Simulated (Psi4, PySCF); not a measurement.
Relaxed torsion scan: C8H6O3, SMILES O=Cc1cccc(C(=O)O)c1. Scanned: dihedral C6–C7–C8–O9; all other coordinates were relaxed at GFN2-xTB. Points at φ and −φ are mirror images. Heavy atoms are numbered in the order of the SMILES O=Cc1cccc(C(=O)O)c1, hydrogens after them in the order of the atoms that carry them; the mirror image has the same energies with the sign of each dihedral reversed.

- RKS-B3LYP/6-31G* = restricted B3LYP/6-31G*, spherical d, density fitting // GFN2-xTB run with PySCF
- PBE-D3(BJ)/def2-SVP // GFN2-xTB (Psi4)

Energies relative to the lowest point of each profile, in kcal/mol:

```csv
φ / °,RKS-B3LYP/6-31G*
-150,1.5
-135,3.3
-75,7.4
-45,3.6
-15,0.4
0,0.0
30,1.7
45,3.6
75,7.4
90,8.1
150,1.5
180,0.0
```

Problem. Predict the corresponding PBE-D3(BJ)/def2-SVP column.

Solution. -150: 1.6; -135: 3.3; -75: 7.4; -45: 3.6; -15: 0.5; 0: 0.0; 30: 1.7; 45: 3.6; 75: 7.4; 90: 8.1; 150: 1.6; 180: 0.0 (kcal/mol).
